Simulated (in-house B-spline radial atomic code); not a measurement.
A radial electron density 4πr²n(r) was computed for an atom or ion in its tabulated ground configuration with an all-electron radial atomic-structure program (B-spline basis); method: non-relativistic HSE06, spin-polarised, spherical fractional occupations, exact exchange averaged over the configuration. Columns: r (bohr), 4πr²n(r) (electrons per bohr), bar.

```
 0.00649   0.2172 #
 0.00756    0.289 #
 0.00881   0.3838 ##
  0.0103   0.5106 ##
   0.012   0.6722 ###
  0.0139   0.8716 ####
  0.0163    1.148 #####
  0.0189    1.473 #######
  0.0221    1.901 #########
  0.0257    2.409 ###########
    0.03    3.038 ##############
  0.0349    3.766 #################
  0.0407    4.615 #####################
  0.0474     5.55 #########################
  0.0553    6.558 ##############################
  0.0644    7.557 ##################################
  0.0751     8.49 ######################################
  0.0875     9.24 ##########################################
   0.102    9.703 ############################################
   0.119    9.771 ############################################
   0.139     9.37 ##########################################
   0.161    8.554 #######################################
   0.188    7.322 #################################
   0.219    5.912 ###########################
   0.256    4.523 ####################
   0.298    3.473 ################
   0.347    2.891 #############
   0.404    2.816 #############
   0.471    3.128 ##############
   0.549     3.57 ################
    0.64    3.843 #################
   0.746    3.731 #################
   0.869    3.201 ##############
    1.01    2.401 ###########
    1.18     1.52 #######
    1.38   0.7986 ####
     1.6   0.3601 ##
    1.87   0.1237 #
    2.18  0.03312 
    2.54  0.00658 
    2.96 0.0009227
```

Question: Which atom or ion is it?
A. O4+
B. F5+
C. F3+
D. F4+

Answer: D. The area under the curve, ∫4πr²n dr = ∫r·4πr²n d(ln r) on this logarithmic grid, is 5 electrons, which only this option has. The configuration is [He] 2s2 2p1.
